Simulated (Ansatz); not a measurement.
Consider the formal exchange of groups at the Al–Cl bond: `[NH2][Al]([NH2])[Cl]` + `FC[SiH2][SiH3]` → `[NH2][Al]([NH2])[SiH2][SiH3]` + `FCCl`.

Isolated molecules relaxed with PBE0-D4/def2-TZVP in Ansatz; ΔE leaves out vibrations. CBS: MP2 limit from def2 TZ/QZ plus the TZ coupled-cluster correction, frozen cores. This one scheme is used for every species. One conformer a species, not always the lowest.

| species | MP2/def2-TZVPP energy (Eh) |
| --- | --- |
| `[NH2][Al]([NH2])[Cl]` | -813.57614 |
| `FC[SiH2][SiH3]` | -719.98411 |
| `[NH2][Al]([NH2])[SiH2][SiH3]` | -934.84466 |
| `FCCl` | -598.64386 |

Work out ΔE.

ΔE = (-934.84466) + (-598.64386) − (-813.57614) − (-719.98411) = 0.07173 Eh = +45.0 kcal/mol. CCSD(T)/CBS gives +43.7 kcal/mol.

Largest T1 diagnostic among the species: 0.012.

In def2-TZVPP, CCSD(T) changes the Hartree–Fock value by −5.6 kcal/mol (the triples alone add −1.2 kcal/mol) and MP2 by −3.4 kcal/mol. From PBE to PBE0 (25 % exact exchange), in def2-TZVPP and without D4, ΔE moves by +2.5 kcal/mol.
